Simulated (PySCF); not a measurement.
GaH₂Cl, SMILES [Cl][GaH2]. The structure is a stationary point at B3LYP-D3(BJ)/def2-TZVP.

Method: PySCF 2.14.0 with B3LYP-D3(BJ)/def2-TZVP.

Harmonic wavenumbers (cm⁻¹): 403, 497, 610, 730, 1999, 2014. Rotational constants (GHz): 126.0, 4.430, 4.279; symmetry number 2.

### Question
Work out the zero-point energy and the ideal-gas rigid-rotor harmonic-oscillator thermochemistry at 298.15 K and 1 atm.

### Answer
ZPE = ½ Σ hcν = ½ × 6254 cm⁻¹ = 8.94 kcal/mol. H − E(el) = 11.81 kcal/mol. Entropy in cal/(mol K): translation 39.92, rotation 21.05, vibration 2.32, total 63.30. G − E(el) = -7.07 kcal/mol. Cp = 12.48 cal/(mol K).
